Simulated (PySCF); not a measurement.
Mo(O)(NH)(NH2)(Me) (CH6MoN2O), SMILES [NH2][Mo](=[NH])([CH3])=[O], multiplicity 1. Geometry optimised at PBE-D3(BJ)/def2-SVP. The multiplicity is an assumed one; no other spin state was optimised. The structure was generated by enumeration; whether it is a known compound was not checked. The def2 effective core potentials stand for the cores of Mo; spin–orbit coupling is left out. The values are those of a single conformer.

Question: Give the equilibrium geometry at PBE-D3(BJ)/def2-SVP (PySCF confirms it by a frequency run) as a Z-matrix. (The exact figures need the calculation; the answer reports its results.)

Answer: One answer among several that fit: 
```
Mo
O 1 1.7041
N 1 1.7577 2 114.73
H 3 1.0298 1 141.62 2 0.62
N 1 1.9429 2 114.25 3 -127.10
H 5 1.0254 1 124.78 2 138.75
H 5 1.0269 6 110.23 1 162.42
C 1 2.1247 2 106.09 3 114.70
H 8 1.1086 1 110.25 2 -178.95
H 8 1.1092 9 108.73 1 -120.66
H 8 1.1101 9 109.66 10 -118.88
```
Charge 0, spin multiplicity 1.
